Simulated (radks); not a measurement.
Q: The mean radii <r> (bohr) of the occupied orbitals of an atom or ion are listed with their occupations. Calculated with a radial shooting solver on a logarithmic mesh with Libxc functionals: non-relativistic Kohn-Sham, Slater X-alpha with alpha = 0.919, spin-polarised, spherical densities, point nucleus.

| orbital | occ. | <r> |
|---|---|---|
| 1s up | 1 | 0.05281 |
| 1s down | 1 | 0.05281 |
| 2s down | 1 | 0.2375 |
| 2s up | 1 | 0.2375 |
| 2p down | 3 | 0.2063 |
| 2p up | 3 | 0.2063 |
| 3s down | 1 | 0.7170 |
| 3s up | 1 | 0.7179 |
| 3p down | 3 | 0.7447 |
| 3p up | 3 | 0.7466 |
| 3d up | 5 | 0.9943 |
| 3d down | 5 | 0.9485 |
| 4s up | 1 | 2.814 |

Name the element and its charge. Open shells, if any, are filled with parallel spins first.

A: Z = 29, copper, charge 0: Cu in [Ar] 3d10 4s1. The 1s radius gives Z: for a bare nucleus <r> = 1.5/Z, 0.05172 bohr for Z = 29, and screening makes it slightly larger (0.05281 here). The occupations add up to 29, and the charge is Z minus that.
